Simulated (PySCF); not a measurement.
Predicted microwave data (PBE0/pcSseg-1 in PySCF (dipole) on a GFN2-xTB geometry, gas phase) for one isomer of C7H11FO:

| Quantity | Value |
| --- | --- |
| Rotational constants | A = 2247, B = 1296, C = 1023 MHz |
| Dipole components | \|μa\| = 2.41 D, \|μb\| = 2.12 D, \|μc\| = 0.75 D |
| Inertial defect | -121.02 u·Å² |
| κ | -0.55 |

Question: Which structure is it? (One computed conformer of each.)
A. `[CH2:1]=[CH:2][C@:3]([F:4])([CH2:5][CH3:6])[C:7]([CH3:8])=[O:9]` with C1–C2–C3–F4 -3°, C2–C3–C5–C6 179°, C2–C3–C7–C8 -109°
B. `[CH3:1][CH2:2][C:3](=[CH:4][C:5](=[O:6])[F:7])[CH2:8][CH3:9]` with C1–C2–C3–C4 6°, C3–C4–C5–O6 4°, C2–C3–C8–C9 95°
C. `[CH2:1]=[CH:2][C@:3]([CH3:4])([CH2:5][CH3:6])[C:7](=[O:8])[F:9]` with C1–C2–C3–C4 64°, C2–C3–C5–C6 -60°, C2–C3–C7–O8 -3°
D. `[CH3:1]/[CH:2]=[C:3](\[C:4](=[O:5])[F:6])[CH:7]([CH3:8])[CH3:9]` with C2–C3–C4–O5 -7°, C2–C3–C7–C8 103°
E. `[CH:1]#[C:2][CH2:3][C@@:4]([CH3:5])([CH2:6][F:7])[O:8][CH3:9]` with C2–C3–C4–C5 -55°, C3–C4–C6–F7 48°, C3–C4–O8–C9 -68°
F. `[CH3:1][CH2:2][C@@H:3]1[CH2:4][CH2:5][C@@H:6]1[C:7](=[O:8])[F:9]` with C1–C2–C3–C4 -74°, C5–C6–C7–O8 152°, C2–C3–C4–C5 -133°, C3–C4–C5–C6 11°, C4–C5–C6–C7 105°, C2–C3–C6–C5 132°

Answer: F. It is CC[C@@H]1CC[C@@H]1C(=O)F, an asymmetric top, point group C1. The candidates at the same level (rigid rotor, commonest isotopes):

```tsv
SMILES	A (MHz)	B (MHz)	C (MHz)	μa (D)	μb (D)	μc (D)	Δ (u·Å²)	point group	rotor
CCC(=CC(=O)F)CC	1946	1177	787.7	4.45	0.17	0.06	-47.58	C1	asymmetric top
C#CC[C@@](C)(CF)OC	2266	1225	1061	0.00	0.36	0.50	-159.66	C1	asymmetric top
C=C[C@](F)(CC)C(C)=O	1807	1509	1216	0.59	0.65	0.89	-198.98	C1	asymmetric top
CC[C@@H]1CC[C@@H]1C(=O)F	2247	1296	1023	2.41	2.12	0.75	-121.02	C1	asymmetric top
C/C=C(\C(=O)F)C(C)C	1955	1407	931.4	2.19	2.65	0.10	-75.05	C1	asymmetric top
C=C[C@](C)(CC)C(=O)F	2009	1367	1228	2.41	0.67	1.76	-209.69	C1	asymmetric top
```

`C/C=C(\C(=O)F)C(C)C` has A 13 % too low; `CCC(=CC(=O)F)CC` has C 23 % too low; `C=C[C@](C)(CC)C(=O)F` has C 20 % too high; `C=C[C@](F)(CC)C(C)=O` has A 20 % too low; `C#CC[C@@](C)(CF)OC` has B 6 % too low. No structure here is proved a minimum.
